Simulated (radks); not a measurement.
Problem. All-electron atom: Zn in [Ar] 3d9 4s2 4p1 (not the ground configuration). All-electron calculation, scalar-relativistic Kohn-Sham, BLYP, spin-unpolarised, spherical densities, point nucleus. Program: a radial shooting solver on a logarithmic mesh with Libxc functionals. Some entries of the table are withheld. Estimate them.

| orbital | occ. | eigenvalue (hartree) | <r^2> (bohr^2) | r(max) (bohr) |
|---|---|---|---|---|
| 1s | 2 | -350.4995 | (1) | (2) |
| 2s | 2 | -42.93767 | 0.06038 | 0.1893 |
| 2p | 6 | -37.27336 | 0.04820 | 0.1521 |
| 3s | 2 | -5.06820 | 0.5303 | 0.5868 |
| 3p | 6 | -3.38107 | 0.5899 | 0.5901 |
| 3d | 9 | -0.66455 | 0.9412 | 0.5582 |
| 4s | 2 | -0.31620 | 6.706 | (3) |
| 4p | 1 | (4) | (5) | (6) |

Solution. 
(1) 1s <r^2> (bohr^2): 0.003405
(2) 1s r(max) (bohr): 0.03291
(3) 4s r(max) (bohr): 1.942
(4) 4p eigenvalue (hartree): -0.09258
(5) 4p <r^2> (bohr^2): 14.77
(6) 4p r(max) (bohr): 2.588
